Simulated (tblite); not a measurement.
C₅H₆FO (doublet state).
Structure used (GFN2-xTB), in Å, numbered top down from 1:
```xyz
13
C5H6FO angstrom
C      2.1573    0.2987    0.2728
C      0.9222   -0.1026    0.5160
C     -0.2273    0.1201   -0.4162
F      0.2327    0.4318   -1.6860
C     -1.3081    1.0082    0.1149
O     -2.2257   -0.0110    0.2603
C     -1.3550   -0.9345   -0.4060
H      2.9483    0.1473    0.9862
H      2.4187    0.7812   -0.6532
H      0.6480   -0.5808    1.4455
H     -1.3077    1.8653    0.7580
H     -1.7253   -1.1925   -1.3993
H     -1.1825   -1.8308    0.1893
```

Method: GFN2-xTB as coded in tblite; computed harmonic values from a numerical Hessian at the method's own geometry, unscaled. Errors from tens to a few hundred cm⁻¹ against measured bands are possible. One conformer, not necessarily the lowest. Open shells enter through the occupations alone, without spin polarisation, and single modes of such species can be off by tens of per cent.

Harmonic wavenumbers (cm⁻¹): 59.1, 144.1, 252.8, 279.2, 377.4, 406.7, 460.3, 517.0, 651.6, 681.4, 857.6, 892.2, 906.9, 994.9, 999.9, 1008.0, 1058.5, 1082.4, 1093.3, 1151.2, 1190.5, 1218.0, 1280.7, 1283.6, 1395.4, 1439.3, 1685.0, 2985.4, 2994.2, 3074.8, 3113.4, 3142.4, 3144.8.

A = 5200, B = 2119, C = 1884 MHz; mass 101.040 u (most abundant isotopes); point group C1, symmetry number 1; spin multiplicity 2.

Question: Zero-point energy?

Answer: Half the sum of the wavenumbers: 20911 cm⁻¹ = 59.79 kcal/mol.

Question: Give the ideal-gas entropy at 273.15 K and 1 bar in the rigid-rotor, harmonic-oscillator model (classical rotation).

Answer: Translation 39.34, rotation 26.88, vibration 14.09, spin (R ln 2) 1.38: S = 81.7 cal/(mol K).

Question: And Cp and H(273.15 K) − H(0)?

Answer: Cp = 25.51 cal/(mol K), of which vibrations give 17.56 (their classical limit is 33 R = 65.6); H(273.15 K) − H(0) = 4.35 kcal/mol without the zero-point energy, 2.18 from vibrations.

Question: Which modes carry the vibrational entropy at 273.15 K?

Answer: 59.1 cm⁻¹: 4.31; 144.1 cm⁻¹: 2.58; 252.8 cm⁻¹: 1.56; 279.2 cm⁻¹: 1.39; 377.4 cm⁻¹: 0.92; 406.7 cm⁻¹: 0.81 cal/(mol K); the other 27 give 2.51 together.

Question: How do the functions run with temperature in this model?

Answer: 
```csv
T (K),S (cal/(mol K)),Cp (cal/(mol K)),H − H(0) (kcal/mol),G − H(0) (kcal/mol),ln q(vib)
50,55.4,10.2,0.44,-2.33,0.22
100,63.4,13.2,1.03,-5.31,0.75
298.15,84.0,27.4,5.01,-20.03,3.45
373.15,90.8,32.9,7.28,-26.59,4.59
500,101.5,40.6,11.96,-38.79,6.61
750,120.1,50.8,23.50,-66.56,10.60
1000,135.6,57.0,37.03,-98.57,14.40
```

q(vib) and H(0) count from the zero-point level.

Question: Blend soft modes into free rotors: weight 1/[1 + (100 cm⁻¹/ν̃)⁴] for the oscillator and the rest for a rotor with moment μB/(μ + B), μ = h/(8π²ν), B = 10⁻⁴⁴ kg m². What vibrational entropy results?

Answer: 13.17 cal/(mol K) in place of 14.09, which changes −T·S at 273.15 K by +0.25 kcal/mol.

Hindered rotation and anharmonicity are outside this model. Other conformers, if any are populated, would add a mixing term that is left out. The structure is chiral; the term R ln 2 for an equal mix with its mirror image is left out.

On one thread of an Arm Neoverse V2, shared host with 96 logical CPUs at a one-minute load of 58, this took 0.23 s of wall time. The figure is for the frequency step alone.
